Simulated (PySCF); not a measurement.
# Dipole response of Ti³⁺ (titanium, charge +3)

[Ar] 3d1, 2D determinant. Calculation: PySCF 2.14, in aug-cc-pVQZ-DK (9s8p6d4f3g2h, 140 functions); the spin-free X2C one-electron Hamiltonian (Gaussian nucleus). Coupled (time-dependent) response in atomic units; α is the mean over directions.

| method | mean α (bohr³) | α xx, yy, zz | C₆ (like pair) | S(−4) |
| --- | --- | --- | --- | --- |
| r2SCANh | 2.265 | 2.438, 2.438, 1.919 | 5.956 | 1.663 |

S(−4) is the Cauchy moment in α(ω) = α(0) + S(−4) ω² + …

α(iu) at r2SCANh:

```
u (hartree)  α(iu) (bohr³)
          0          2.265
     0.0500          2.261
      0.100          2.249
      0.200          2.203
      0.300          2.136
      0.500          1.970
      0.750          1.748
       1.00          1.535
       1.50          1.168
       2.00         0.8918
       3.00         0.5471
       5.00         0.2574
```

A single London oscillator, α(iu) = α/(1 + u²/ω²), gives C₆ = (3/4) ω α². Matching the computed C₆ needs ω = 4 × 5.956 / (3 × 2.265²) = 1.55 hartree.

For an ion, C₆ is the dispersion term alone; charge-induced terms of lower order in 1/R come first.

The components differ because the open shell of this determinant is not spherical; for a pure term their mean is the scalar polarisability.
